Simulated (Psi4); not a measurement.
CH₅AlSe₂, singlet, at a GFN2-xTB geometry (such geometries of metal compounds can be far from the true shape); Psi4 with B3LYP/def2-SVPD.

Psi4 was given this input:
```
memory 2 GB

molecule {
0 1
Al    0.66621662   -0.26204796    0.04864997
C     2.47076240   -1.02922614    0.30862431
H     2.44632080   -2.11052534    0.48465125
H     2.99658348   -0.58861710    1.16314571
H     3.09593443   -0.86204432   -0.57413968
Se   -0.91380344   -0.43039492    1.75618047
H     0.07036352   -1.10584987    2.55414790
Se    0.00847350    0.81880847   -1.89604779
H    -1.31337474    1.04295640   -1.35651161
}

set {
  basis def2-svpd
}

energy('b3lyp')
print_variables()
```

The log (banner, timings and long lists left out):

```
   => Loading Basis Set <=

    Name: DEF2-SVPD
    Role: ORBITAL
    Keyword: BASIS

         ---------------------------------------------------------
                                   SCF
               by Justin Turney, Rob Parrish, Andy Simmonett
                          and Daniel G. A. Smith
                              RKS Reference
         ---------------------------------------------------------

  ==> Geometry <==

    Molecular point group: c1
    Full point group: C1

    Geometry (in Angstrom), charge = 0, multiplicity = 1:

       Center              X                  Y                   Z               Mass
    ------------   -----------------  -----------------  -----------------  -----------------
         AL           0.751440501086    -0.301130155059     0.067646438124    26.981538530000
         C            2.555986281086    -1.068308335059     0.327620778124    12.000000000000
         H            2.531544681086    -2.149607535059     0.503647718124     1.007825032230
         H            3.081807361086    -0.627699295059     1.182142178124     1.007825032230
         H            3.181158311086    -0.901126515059    -0.555143211876     1.007825032230
         SE          -0.828579558914    -0.469477115059     1.775176938124    79.916521800000
         H            0.155587401086    -1.144932065059     2.573144368124     1.007825032230
         SE           0.093697381086     0.779726274941    -1.877051321876    79.916521800000
         H           -1.228150858914     1.003874204941    -1.337515141876     1.007825032230

  Running in c1 symmetry.

  Rotational constants: A =      0.09754  B =      0.02628  C =      0.02078 [cm^-1]
  Rotational constants: A =   2924.05196  B =    787.78965  C =    622.96705 [MHz]
  Nuclear repulsion =  518.275042311907441

  Charge       = 0
  Multiplicity = 1
  Electrons    = 92
  Nalpha       = 46
  Nbeta        = 46

  ==> Algorithm <==

  SCF Algorithm Type is DF.
  DIIS enabled.
  MOM disabled.
  Fractional occupation disabled.
  Guess Type is SAD.
  Energy threshold   = 1.00e-06
  Density threshold  = 1.00e-06
  Integral threshold = 1.00e-12

  ==> Primary Basis <==

  Basis Set: DEF2-SVPD
    Blend: DEF2-SVPD
    Number of shells: 68
    Number of basis functions: 166
    Number of Cartesian functions: 178
    Spherical Harmonics?: true
    Max angular momentum: 2

  ==> DFT Potential <==

   => LibXC <=

    Version 7.1.2
[...]
   @DF-RKS iter   4: -5086.14289307693980    3.16568e-03   8.56773e-04 ADIIS/DIIS
   @DF-RKS iter   5: -5086.15814529318322   -1.52522e-02   1.01940e-04 ADIIS/DIIS
   @DF-RKS iter   6: -5086.15831585929664   -1.70566e-04   1.67747e-05 DIIS
   @DF-RKS iter   7: -5086.15831909802910   -3.23873e-06   7.57146e-06 DIIS
   @DF-RKS iter   8: -5086.15832004960976   -9.51581e-07   1.28407e-06 DIIS
   @DF-RKS iter   9: -5086.15832007908921   -2.94795e-08   2.44156e-07 DIIS
  Energy and wave function converged.

  ==> Post-Iterations <==

   Electrons on quadrature grid:
      Ntotal   =   92.0000077327 ; deviation = 7.733e-06

    Orbital Energies [Eh]
    ---------------------

    Doubly Occupied:

[...]
      46A     -0.251698

    Virtual:

[...]
    Final Occupation by Irrep:
              A
    DOCC [    46 ]
    NA   [    46 ]
    NB   [    46 ]

  @DF-RKS Final Energy: -5086.15832007908921

   => Energetics <=

    Nuclear Repulsion Energy =            518.2750423119074412
    One-Electron Energy =               -8112.4370934936359845
    Two-Electron Energy =                2669.1872114911216158
    DFT Exchange-Correlation Energy =    -161.1834803884827068
    Empirical Dispersion Energy =           0.0000000000000000
    VV10 Nonlocal Energy =                  0.0000000000000000
    Total Energy =                      -5086.1583200790901174

Computation Completed

Properties will be evaluated at   0.000000,   0.000000,   0.000000 [a0]

Properties computed using the SCF density matrix

 Multipole Moments:

 ------------------------------------------------------------------------------------
     Multipole            Electronic (a.u.)      Nuclear  (a.u.)        Total (a.u.)
 ------------------------------------------------------------------------------------

 L = 1.  Multiply by 2.5417464519 to convert [e a0] to [Debye]
 Dipole X            :        -14.3695938           14.8165811            0.4469873
 Dipole Y            :          6.5729572           -6.7946271           -0.2216699
 Dipole Z            :         -3.1607448            3.3026275            0.1418828
 Magnitude           :                                                    0.5187156

 ------------------------------------------------------------------------------------

  Variable Map:
  ----------------------------------------------------------------------------
[...]
  Array Variable Map:
  ----------------------------------------------------------------------------
[...]
[...]
```
